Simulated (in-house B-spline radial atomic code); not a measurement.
Settings and results of a run for Sn IV (Sn3+). Computed with a B-spline radial code for spherical atoms: Dirac-Kohn-Sham PBE0, spherical fractional occupations, Fermi nucleus of rms radius 4.6519 fm.

Command:
```bash
python run_scf.py task.json out
```
Settings (nuclear radius in fm, mass in u):
```
Z                50
configuration    [Kr] 4d10 5s1
hamiltonian      dirac
method           pbe0
spin_polarised   False
nucleus          fermi
rms_radius       4.6519
atomic_mass      119.9022
speed_of_light   137.035999084
```

Output (hartree, bohr):
```
 radial grid: 73 intervals, B-splines of order 8, outer radius 39.1892 bohr

 iter        energy (Eh)    residual
    1       -6164.781613    5.32e-01
    2       -6170.379911    5.01e-01
    3       -6176.651214    9.68e-02
    4       -6176.885929    1.90e-02
    5       -6176.893736    8.92e-03
    6       -6176.895251    3.50e-03
    7       -6176.895594    4.03e-04
    8       -6176.895598    3.64e-06
    9       -6176.895598    4.25e-07

 total energy                     -6176.89560
 kinetic                            6503.3606
 electron-nucleus                 -14942.7161
 Hartree                            2426.8968
 exact exchange                      -40.4410
 exchange-correlation               -123.9958

 first-order corrections (not in the total)
   Gaunt                             4.9296
   retardation                      -0.5040
   frequency dependence             -0.0423
   self-energy                       3.3407
   Uehling                          -0.4353
   Wichmann-Kroll                    0.0090
   recoil                            0.0192

 orbital      occ     eigenvalue          <r>       <r^2>       <1/r>       r_max    small
 1s1/2      2.000     -1070.0450     0.029053  0.00114264     53.0851     0.01877  3.37e-02
 2s1/2      2.000      -163.2815      0.12506   0.0185011     12.3165      0.1062  7.15e-03
 2p1/2      2.000      -152.4772     0.105827   0.0137679     12.2887     0.08182  7.16e-03
 2p3/2      4.000      -143.9916     0.111192   0.0150704     11.4446     0.08633  6.83e-03
 3s1/2      2.000       -32.7663     0.338599    0.131211     4.35752      0.3075  2.07e-03
 3p1/2      2.000       -28.3659     0.329562    0.126252     4.26304       0.294  2.01e-03
 3p3/2      4.000       -26.8046     0.340664     0.13469     4.05752      0.3042  1.92e-03
 3d3/2      4.000       -19.0509     0.312227    0.115763     3.90011      0.2494  1.80e-03
 3d5/2      6.000       -18.7298     0.315771     0.11826      3.8469      0.2523  1.78e-03
 4s1/2      2.000        -6.2561     0.819368    0.759362     1.69949      0.7463  5.50e-04
 4p1/2      2.000        -4.7733     0.866218    0.856666     1.58324      0.7727  4.90e-04
 4p3/2      4.000        -4.4917     0.894904    0.914288     1.51851      0.7969  4.65e-04
 4d3/2      4.000        -2.1493      1.07053     1.34951      1.2405      0.8803  3.27e-04
 4d5/2      6.000        -2.1095      1.08364     1.38287     1.22345      0.8899  3.20e-04
 5s1/2      1.000        -1.3087      2.14252     5.14757    0.603007       1.909  9.32e-05
```

Run time, properties included: 1.7 s on 1 thread of Arm Neoverse V2 (shared host).

For the Dirac Hamiltonian the kinetic term is c α·p + (β - 1)c².

Caution: exact exchange at fractional occupations of open shells leaves self-interaction of up to several eV.
